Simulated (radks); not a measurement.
Values are calculated unless marked as measured or tabulated.
Er LIII, configuration [Ne] 3s2 3p4. Code: a radial shooting solver on a logarithmic mesh with Libxc functionals. Model: non-relativistic Kohn-Sham, TPSS, spin-polarised, spherical densities, point nucleus; open shells are filled with parallel spins first (spin-orbit coupling, left out, can overturn this in heavy ions); meta-GGA in the generalised Kohn-Sham scheme; relativity is left out, which matters for an element this heavy. Some entries of the table are withheld. Estimate them.

| orbital | occ. | eigenvalue (Ry) | <1/r> (bohr^-1) |
|---|---|---|---|
| 1s up | 1 | -4200.046 | 67.48 |
| 1s down | 1 | -4199.585 | 67.48 |
| 2s up | 1 | (1) | 15.95 |
| 2s down | 1 | (2) | 15.95 |
| 2p up | 3 | -867.0219 | (3) |
| 2p down | 3 | -866.5753 | (4) |
| 3s up | 1 | -360.0583 | 6.651 |
| 3s down | 1 | -358.5993 | 6.638 |
| 3p up | 3 | -350.0848 | 6.598 |
| 3p down | 1 | -348.6042 | 6.592 |

Answer. 
(1) 2s up eigenvalue (Ry): -892.9314
(2) 2s down eigenvalue (Ry): -892.6919
(3) 2p up <1/r> (bohr^-1): 15.93
(4) 2p down <1/r> (bohr^-1): 15.93
